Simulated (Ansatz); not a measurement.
# Counterpoise correction, worked out

The pair of NH$_{3}$ (SMILES N, atoms 1–4) and CH$_{3}$I (SMILES CI, atoms 5–9), both closed shells, in one local arrangement (a lower one may exist), relaxed at PBE0-D4/def2-TZVP:

N1  (-0.180, -0.038, -1.766)
H2  (0.357, -0.623, -2.395)
H3  (-0.916, -0.617, -1.376)
H4  (-0.627, 0.675, -2.329)
C5  (0.459, 0.264, 1.541)
I6  (-1.212, -1.029, 1.833)
H7  (0.556, 0.399, 0.465)
H8  (0.238, 1.196, 2.054)
H9  (1.325, -0.226, 1.974)
(Å)

Computed with Ansatz 0.2.0 (basis: def2-TZVPPD); correlated methods freeze the cores. Filled d shells of the heavier atoms are correlated. Core potentials replace the inner electrons of the atoms past krypton. The def2 sets are not built for correlating such inner shells, so the correlated values are less sure here.

CCSD(T) total energies in eV:

| system | geometry | basis functions | energy |
| --- | --- | --- | --- |
| pair | pair | all | -10706.67740 |
| NH$_{3}$ | as in the pair | all (partner as ghosts) | -1536.87096 |
| CH$_{3}$I | as in the pair | all (partner as ghosts) | -9169.68047 |
| NH$_{3}$ | as in the pair | its own | -1536.86052 |
| CH$_{3}$I | as in the pair | its own | -9169.66151 |
| NH$_{3}$ | free (PBE0-D4 minimum) | its own | -1536.86073 |
| CH$_{3}$I | free (PBE0-D4 minimum) | its own | -9169.66399 |

Task: Work out the interaction energy with and without the counterpoise correction, the superposition error, and the binding energy from the relaxed fragments.

Result: Without correction: -10706.67740 − (-1536.86052) − (-9169.66151) = -0.15537 eV.
With correction (each fragment in the whole basis): -10706.67740 − (-1536.87096) − (-9169.68047) = -0.12597 eV = -2.90 kcal/mol.
The superposition error is the difference, 0.02940 eV, 19 % of the uncorrected value: each fragment borrows its partner's functions.
Deformation from the free shapes: 0.00021 eV for NH$_{3}$ and 0.00248 eV for CH$_{3}$I.
Binding energy from relaxed fragments: -0.12597 + 0.00021 + 0.00248 = -0.12328 eV = -2.84 kcal/mol (electronic, without zero-point energy; negative means bound). For comparison, the corrected interaction energy by CCSD(T) at an estimated basis limit (MP2 extrapolated from triple and quadruple zeta, plus CCSD(T) − MP2 in triple zeta) is -0.143 eV; triple zeta with the correction binds less.

No T1 diagnostic of these runs exceeds 0.009.

For scale, one of the runs: CCSD(T)/def2-TZVPPD, 235 basis functions, launched by `ansatz run in.yaml --threads 4 --pin off --events-out ev --progress --plain --max-ram 9574MiB`. Time: 91 s of wall clock on 4 CPU threads of an Intel Xeon Platinum 8488C; the host was shared. Peak host memory: 4.8 GiB.
